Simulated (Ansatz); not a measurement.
Reaction (redistribution): `F[SiH2]N[Si](F)(Cl)Cl` + `N#C[SiH](F)F` → `N#C[Si](F)(Cl)Cl` + `F[SiH2]N[SiH](F)F`

Gas-phase electronic energies from Ansatz, PBE0-D4/def2-TZVP geometries. CBS: MP2 limit from def2 TZ/QZ plus the TZ coupled-cluster correction, frozen cores. This one scheme is used for every species. DFT in def2-TZVPP. B3LYP here is the variant with VWN-RPA as its local correlation; programs differ in this. Each species was taken in one conformer, which may not be the lowest.

`F[SiH2]N[Si](F)(Cl)Cl`:

```xyz
10

F     1.616    1.734    1.104
Si    1.471    0.224    0.608
N    -0.182   -0.252    0.524
Si   -1.263   -0.138   -0.775
F    -0.598    0.798   -1.860
Cl   -1.635   -1.923   -1.663
Cl   -3.034    0.655   -0.196
H     2.141   -0.623    1.617
H     2.063    0.140   -0.740
H    -0.576   -0.616    1.381
```

`N#C[SiH](F)F`:

Cartesian coordinates in Å:
```
N -0.092 -0.025 2.430
C -0.053 0.001 1.280
Si 0.034 -0.034 -0.556
F 1.036 1.094 -1.003
F -1.402 0.306 -1.103
H 0.476 -1.341 -1.048
```

`N#C[Si](F)(Cl)Cl`:

```xyz
6

N    -0.531    2.133   -1.140
C    -0.281    1.159   -0.579
Si    0.114   -0.403    0.289
F     0.351   -0.053    1.803
Cl    1.791   -1.179   -0.493
Cl   -1.444   -1.656    0.121
```

`F[SiH2]N[SiH](F)F`:

Cartesian coordinates in Å:
```
F 1.658 1.661 1.149
Si 0.576 0.506 1.360
N 0.400 -0.463 -0.045
Si -0.759 -0.329 -1.280
F -0.061 -0.169 -2.694
F -1.613 -1.660 -1.401
H -0.721 1.159 1.632
H 1.070 -0.330 2.474
H 1.103 -1.182 -0.172
H -1.652 0.808 -1.023
```

```json
{"level": "PBE-D4", "ΔE (kcal/mol)": "-0.4", "difference from CCSD(T)/CBS": "-0.4"}
{"level": "PBE0-D4", "ΔE (kcal/mol)": "-0.1", "difference from CCSD(T)/CBS": "-0.1"}
{"level": "BHLYP-D4", "ΔE (kcal/mol)": "0.5", "difference from CCSD(T)/CBS": "0.5"}
{"level": "revPBE", "ΔE (kcal/mol)": "-0.8", "difference from CCSD(T)/CBS": "-0.8"}
{"level": "B3LYP", "ΔE (kcal/mol)": "-0.4", "difference from CCSD(T)/CBS": "-0.4"}
{"level": "CCSD/def2-SVP", "ΔE (kcal/mol)": "-0.4", "difference from CCSD(T)/CBS": "-0.4"}
{"level": "HF/def2-TZVPP", "ΔE (kcal/mol)": "0.7", "difference from CCSD(T)/CBS": "0.7"}
{"level": "MP2/def2-TZVPP", "ΔE (kcal/mol)": "-0.2", "difference from CCSD(T)/CBS": "-0.2"}
{"level": "CCSD(T)/def2-TZVPP", "ΔE (kcal/mol)": "-0.1", "difference from CCSD(T)/CBS": "-0.1"}
{"level": "HF/CBS(def2)", "ΔE (kcal/mol)": "0.7", "difference from CCSD(T)/CBS": "0.7"}
{"level": "CCSD(T)/CBS", "ΔE (kcal/mol)": "0.0", "difference from CCSD(T)/CBS": "0"}
```

Largest T1 diagnostic among the species: 0.013.

In def2-TZVPP, CCSD(T) changes the Hartree–Fock value by −0.8 kcal/mol (the triples alone add −0.1 kcal/mol) and MP2 by −0.9 kcal/mol. Leaving LDA and LC-ωPBE aside and taking each functional with its dispersion term where it has one, the values spread over 0.9 kcal/mol, from PBE-D4 to BHLYP-D4.
